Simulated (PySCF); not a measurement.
GeCl4, optimised at GFN2-xTB:

```xyz
5

Ge    -0.0149     0.0089    -0.0168
Cl    -0.0154     0.8492    -1.9711
Cl    -0.0214    -2.1137    -0.1568
Cl     1.7252     0.6459     1.0280
Cl    -1.7480     0.6561     1.0333
```

Method: PySCF energies (xtb for GFN2) plus ideal-gas RRHO corrections (1 bar). 6-31G* has spherical d functions here. All species are closed-shell singlets. B3LYP is the form with VWN-RPA correlation. Ge: all electrons, no relativistic terms.

### Question
List the harmonic frequencies (cm⁻¹, unscaled) at this level and at the other levels, each on its own geometry.

### Answer
- GFN2-xTB: 102, 102, 135, 135, 135, 308, 352, 352, 352
- B3LYP/6-31G*: 122, 122, 165, 165, 165, 370, 440, 440, 440
- HF/6-31G*: 137, 137, 183, 183, 183, 412, 479, 479, 479
- PBE/def2-SVP: 116, 117, 159, 159, 159, 367, 443, 443, 443
- PBE0/def2-TZVP: 123, 123, 169, 169, 169, 397, 462, 463, 463
